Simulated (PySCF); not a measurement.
Identify the unknown among the candidates.

All candidates are C8H14O2.

* NMR, other nuclei: isotropic shieldings of nuclei other than C and H, by class: 305 (1 O), 321 (1 O) ppm [GIAO PBE0/pcSseg-1]
* 1H NMR: chemical shifts (computed TMS as zero) by class: 6.49 (1 H), 4.41 (1 H), 3.49 (1 H), 3.37 (3 H), 2.56 (1 H), 2.39 (1 H), 2.01 (1 H), 1.75 (1 H), 1.47 (1 H), 1.15 (3 H) ppm [GIAO PBE0/pcSseg-1]
* Rotational structure: rotational constants A, B, C: 2.480, 0.767, 0.663 GHz [GFN2-xTB]
* 13C NMR: chemical shifts (computed TMS as zero) by class: 161.0 (1 C), 142.1 (1 C), 81.0 (1 C), 67.2 (1 C), 53.6 (1 C), 36.5 (1 C), 29.1 (1 C), 15.3 (1 C) ppm [GIAO PBE0/pcSseg-1]
* Dipole: 2.55 D [PBE0/pcSseg-1]

Gas-phase values; electronic properties from PySCF, density fitting. Levels stand in brackets. The structure is a single GFN2-xTB conformer in the gas phase; no vibrational or solvent corrections. NMR values are class means; diastereotopic atoms form classes of their own.

Question: Which candidate is it?
A. `COC[C@@H](C)O[C@H]1C=CC1`
B. `CCC1=C[C@@](CO)(OC)C1`
C. `CCCCC(=O)OC1CC1`
D. `COC[C@@H]1CCCCC1=O`
E. `C=CCC(=O)OC(C)(C)C`

Answer: B. It is `CCC1=C[C@@](CO)(OC)C1`. Numbering: `[CH3:1][CH2:2][C:3]1=[CH:4][C@@:5]([CH2:6][OH:7])([O:8][CH3:9])[CH2:10]1`. Its formula, C8H14O2, gives 2 degrees of unsaturation: 1 ring and 1 π bond in the structure found. 8 carbons fall into 8 classes; from least to most shielded: fully substituted alkene carbon [C3] (161.0 ppm), alkene CH carbon [C4] (142.1 ppm), ring sp3 carbon bound to oxygen [C5] (81.0 ppm), carbinol carbon (C–OH) [C6] (67.2 ppm), methoxy carbon [C9] (53.6 ppm), allylic carbon [C10] (36.5 ppm), allylic carbon [C2] (29.1 ppm), methyl carbon [C1] (15.3 ppm). Hydrogen classes from least to most shielded: 1 H on an alkene CH carbon, C4 (6.49 ppm), 1 H on a carbinol carbon (C–OH), C6 (4.41 ppm), 1 H on a carbinol carbon (C–OH), C6 (3.49 ppm), 3 H on a methoxy carbon, C9 (3.37 ppm, a mean of values up to 0.6 ppm apart in this geometry), 1 H on an allylic carbon, C10 (2.56 ppm), 1 H on an allylic carbon, C2 (2.39 ppm), 1 H on an allylic carbon, C2 (2.01 ppm), 1 H on an allylic carbon, C10 (1.75 ppm), 1 H on an alcohol oxygen, O7 (1.47 ppm), 3 H on a methyl carbon, C1 (1.15 ppm). The other shieldings belong to: 305 ppm, ether oxygen [O8]; 321 ppm, alcohol oxygen [O7]. The optimised geometry has point group C1 and is an asymmetric top.

The others, at the same levels:
- `COC[C@@H](C)O[C@H]1C=CC1` fails: its computed 13C shifts are 147.8 (1 C), 146.5 (1 C), 84.2 (1 C), 81.5 (1 C), 81.1 (1 C), 61.3 (1 C), 45.5 (1 C), 21.1 (1 C) ppm, 1H shifts are 6.43 (1 H), 6.30 (1 H), 4.47 (1 H), 3.74 (1 H), 3.44 (3 H), 3.33 (1 H), 3.25 (1 H), 2.79 (1 H), 2.44 (1 H), 1.14 (3 H) ppm and rotational constant A is 1.665 GHz (against 2.480 GHz).
- `CCCCC(=O)OC1CC1` fails: it has 7 carbon classes against 8; its computed 13C shifts are 179.3 (1 C), 49.0 (1 C), 39.4 (1 C), 31.8 (1 C), 27.7 (1 C), 17.2 (1 C), 7.1 (2 C) ppm, 1H shifts are 5.32 (1 H), 2.21 (2 H), 1.61 (2 H), 1.23 (2 H), 1.09 (3 H), 0.81 (2 H), 0.63 (2 H) ppm and rotational constant A is 4.964 GHz (against 2.480 GHz).
- `C=CCC(=O)OC(C)(C)C` fails: it has 6 carbon classes against 8; its computed 13C shifts are 177.5 (1 C), 142.0 (1 C), 122.7 (1 C), 81.0 (1 C), 45.0 (1 C), 28.9 (3 C) ppm, 1H shifts are 6.51 (1 H), 5.41 (1 H), 5.32 (1 H), 3.12 (2 H), 1.55 (9 H) ppm and rotational constant A is 2.999 GHz (against 2.480 GHz).
- `COC[C@@H]1CCCCC1=O` fails: its computed 13C shifts are 216.3 (1 C), 77.3 (1 C), 61.6 (1 C), 54.6 (1 C), 46.2 (1 C), 37.2 (1 C), 33.2 (1 C), 29.5 (1 C) ppm, 1H shifts are 3.88 (1 H), 3.54 (3 H), 3.09 (1 H), 2.65 (1 H), 2.38 (1 H), 2.31 (1 H), 2.26 (1 H), 2.12 (1 H), 1.86 (1 H), 1.59 (1 H), 1.56 (1 H), 1.07 (1 H) ppm and dipole moment is 1.95 D (against 2.55 D).

Each candidate is one conformer, not necessarily the lowest. Dipoles, sizes and rotational constants follow the conformer. The torsions of the flexible species, by atom-mapped SMILES:
- `[CH3:1][CH2:2][C:3]1=[CH:4][C@@:5]([CH2:6][OH:7])([O:8][CH3:9])[CH2:10]1`: C1–C2–C3–C4 -115°, C4–C5–C6–O7 76°, C4–C5–O8–C9 165°, H–O7–C6–C5 29°
- `[CH3:1][O:2][CH2:3][C@@H:4]([CH3:5])[O:6][C@H:7]1[CH:8]=[CH:9][CH2:10]1`: C1–O2–C3–C4 177°, O2–C3–C4–C5 159°, C3–C4–O6–C7 69°, C4–O6–C7–C8 165°
- `[CH2:1]=[CH:2][CH2:3][C:4](=[O:5])[O:6][C:7]([CH3:8])([CH3:9])[CH3:10]`: C1–C2–C3–C4 126°, C2–C3–C4–O5 15°, C3–C4–O6–C7 -179°, C4–O6–C7–C8 60°

The conformers of `CCCCC(=O)OC1CC1` and `COC[C@@H]1CCCCC1=O` aren't listed.
